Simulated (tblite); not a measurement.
Compound: C₄H₁₅BGe₂.
SMILES with atom numbers: `[BH2:1][CH2:2][C@H:3]([CH2:4][GeH3:5])[GeH2:6][CH3:7]` (hydrogens: H8, H9 on B1; H10, H11 on C2; H12 on C3; H13, H14 on C4; H15, H16, H17 on Ge5; H18, H19 on Ge6; H20, H21, H22 on C7)

Computed with GFN2-xTB (tblite), gas phase: L-BFGS steps from a force-field or distance-geometry start until the largest atomic force falls under 0.01 eV/Å.

Step 37: E = -578.2655 eV
```
atom  x, y, z in Å  |  force x, y, z in eV/Å
B1     -1.6746   -1.8327   -0.3652    0.007   0.035  -0.031
C2     -1.0623   -1.0665    0.8577    0.018   0.000   0.053
C3      0.0337   -0.0771    0.4422    0.024   0.009  -0.009
C4     -0.5269    0.9411   -0.5382    0.009   0.010  -0.020
Ge5    -2.0358    1.9979    0.1637   -0.006   0.027   0.007
Ge6     1.6615   -0.9335   -0.3502   -0.002   0.008   0.001
C7      3.2713    0.2127   -0.1614   -0.038  -0.004  -0.001
H8     -2.8040   -1.7271   -0.6472   -0.037  -0.038   0.014
H9     -0.9720   -2.5016   -1.0180    0.026  -0.026  -0.034
H10    -0.6150   -1.7886    1.5478    0.033  -0.052   0.018
H11    -1.8142   -0.5107    1.4288   -0.008   0.033   0.047
H12     0.3655    0.4661    1.3384    0.016  -0.042   0.011
H13    -0.8622    0.4249   -1.4411    0.026   0.004  -0.037
H14     0.2667    1.6339   -0.8348   -0.023   0.044  -0.028
H15    -3.3120    1.2373    0.3208   -0.007   0.012  -0.041
H16    -1.7216    2.5900    1.5056    0.021  -0.002  -0.020
H17    -2.3166    3.1331   -0.7705   -0.044   0.051   0.020
H18     1.4329   -1.2230   -1.8148    0.038  -0.001   0.026
H19     1.9127   -2.2681    0.3039    0.033  -0.045   0.023
H20     3.4315    0.8156   -1.0516   -0.041   0.004   0.018
H21     4.1629   -0.3892   -0.0049   -0.046  -0.007  -0.014
H22     3.1682    0.8848    0.6873    0.001  -0.021  -0.003
```

Step 38: E = -578.2670 eV
```
atom  x, y, z in Å  |  force x, y, z in eV/Å
B1     -1.6778   -1.8281   -0.3663   -0.013   0.023  -0.005
C2     -1.0625   -1.0678    0.8572    0.036   0.011   0.097
C3      0.0338   -0.0793    0.4431    0.030   0.073  -0.023
C4     -0.5271    0.9367   -0.5415    0.016   0.021  -0.024
Ge5    -2.0337    1.9981    0.1623    0.015   0.000  -0.023
Ge6     1.6636   -0.9323   -0.3461   -0.002  -0.009   0.008
C7      3.2721    0.2161   -0.1612   -0.037   0.004   0.009
H8     -2.8099   -1.7324   -0.6362   -0.062  -0.030   0.004
H9     -0.9774   -2.4897   -1.0252    0.059  -0.050  -0.069
H10    -0.6161   -1.7930    1.5460    0.027  -0.042  -0.002
H11    -1.8117   -0.5124    1.4322   -0.019   0.036   0.045
H12     0.3634    0.4686    1.3381    0.009  -0.059  -0.001
H13    -0.8659    0.4163   -1.4413    0.030   0.013  -0.022
H14     0.2659    1.6291   -0.8454   -0.044   0.011  -0.005
H15    -3.3119    1.2403    0.3084   -0.017   0.009  -0.034
H16    -1.7199    2.5795    1.5070    0.024   0.007   0.003
H17    -2.3077    3.1399   -0.7648   -0.044   0.057   0.013
H18     1.4337   -1.2244   -1.8090    0.040  -0.005   0.013
H19     1.9155   -2.2664    0.3105    0.035  -0.036   0.019
H20     3.4250    0.8250   -1.0493   -0.039  -0.009   0.038
H21     4.1648   -0.3870   -0.0134   -0.051   0.006  -0.021
H22     3.1733    0.8825    0.6934    0.005  -0.031  -0.023
```

Q: Estimate the geometry and energy of step 39. (The exact step hangs on the optimiser's Hessian estimate; all steps are aligned on step 38, rigid shifts and turns removed.)

A: E = -578.2692 eV, largest force 0.136 eV/Å
```
atom  x, y, z in Å  |  force x, y, z in eV/Å
B1     -1.6823   -1.8209   -0.3680   -0.035  -0.008   0.031
C2     -1.0619   -1.0696    0.8580    0.044   0.021   0.118
C3      0.0345   -0.0814    0.4440    0.021   0.130  -0.032
C4     -0.5271    0.9308   -0.5472    0.017   0.031  -0.023
Ge5    -2.0299    1.9987    0.1595    0.032  -0.031  -0.062
Ge6     1.6666   -0.9307   -0.3397   -0.003  -0.041   0.020
C7      3.2722    0.2210   -0.1607   -0.033   0.010   0.020
H8     -2.8196   -1.7415   -0.6195   -0.065  -0.018  -0.003
H9     -0.9842   -2.4726   -1.0371    0.078  -0.055  -0.094
H10    -0.6163   -1.8010    1.5427    0.016  -0.013  -0.031
H11    -1.8078   -0.5151    1.4388   -0.017   0.030   0.037
H12     0.3603    0.4719    1.3377    0.007  -0.068  -0.011
H13    -0.8705    0.4043   -1.4426    0.035   0.023   0.000
H14     0.2644    1.6224   -0.8614   -0.060  -0.027   0.023
H15    -3.3116    1.2448    0.2887   -0.025   0.006  -0.022
H16    -1.7166    2.5642    1.5087    0.025   0.015   0.032
H17    -2.2958    3.1520   -0.7553   -0.040   0.057   0.007
H18     1.4348   -1.2271   -1.7997    0.043  -0.011  -0.010
H19     1.9193   -2.2646    0.3209    0.036  -0.014   0.011
H20     3.4141    0.8391   -1.0450   -0.035  -0.024   0.059
H21     4.1666   -0.3835   -0.0267   -0.050   0.022  -0.030
H22     3.1804    0.8782    0.7023    0.007  -0.037  -0.040
```

The energy changes by -0.0022 eV. The first-order estimate −F·Δx gives -0.0029 eV and the mean of the old and new forces, exact on a quadratic surface, -0.0022 eV. The step makes an angle of 80° with the force vector and moves no atom by more than 0.022 Å.

What follows is the cost of the whole relaxation. On one thread, Arm Neoverse V1 (aarch64), no GPU, shared host with 32 logical CPUs at a one-minute load of 28, this took 1.1 s of wall time.
